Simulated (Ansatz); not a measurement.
Total energies of C3H9OTa (`[CH3][Ta]([CH3])([CH3])=[O]`).

```tsv
atom	x (Å)	y (Å)	z (Å)
C1	-0.9703	-1.1876	1.3898
Ta2	0.3602	0.1316	0.3181
C3	1.3141	-0.8647	-1.3422
C4	-0.6329	1.9458	-0.3001
O5	1.5998	0.5882	1.4070
H6	-1.9650	-1.1968	0.9255
H7	-0.5726	-2.2104	1.3361
H8	-1.0822	-0.9371	2.4474
H9	2.1710	-1.4773	-1.0516
H10	0.5975	-1.4988	-1.8801
H11	1.6793	-0.1068	-2.0487
H12	-1.3574	2.2374	0.4722
H13	-1.1896	1.7874	-1.2328
H14	0.0481	2.7891	-0.4407
```

Total charge 0; spin multiplicity 1. Correlated methods include outer-core shells of Ta, which these sets cover unevenly. Ta: def2 effective core potential. The structure was optimised at the PBE0-D4/def2-TZVP level. Basis def2-TZVPP, the Gaussian-basis code of Ansatz.

RPA on PBE orbitals: Hartree–Fock energy of these orbitals -250.15691 Eh, correlation -1.88583 Eh (frozen core).

```
             functional  energy without D4 (Eh)  D4 term (kJ/mol)
            LDA (SPW92)              -250.33597                 –
                    PBE              -251.91880             -25.2
                 revPBE              -252.14477             -67.1
                   BLYP              -252.04126             -52.6
                   PBE0              -251.88697             -21.7
                  B3LYP              -252.16746             -40.1
HSE06 (plane-wave form)              -251.87486             -20.4
              CAM-B3LYP              -251.98472             -22.3
                LC-ωPBE              -252.02792                 –
               PBE-QIDH              -251.77187                 –
```

Question: Give the same for r2SCAN, B97M-V, r2SCANh, r2SCAN0, BHLYP, ωB97X-V, ωB97M-V, B2PLYP. (An estimate is asked.)

Answer: The calculation gave: 
```
functional  energy without D4 (Eh)  D4 term (kJ/mol)
    r2SCAN              -252.05678              -6.6
    B97M-V              -252.12157                 –
   r2SCANh              -252.02209              -7.1
   r2SCAN0              -251.97177              -7.8
     BHLYP              -251.88342             -33.4
   ωB97X-V              -252.03857                 –
   ωB97M-V              -251.93935                 –
    B2PLYP              -251.86057                 –
```

B3LYP takes the VWN-RPA correlation (the form of Gaussian; ORCA's B3LYP/G). HSE06 is the plane-wave form, built on full-range PBE exchange. The double hybrids freeze the cores in their second-order part.

LC-ωPBE has ω = 0.4 bohr⁻¹.
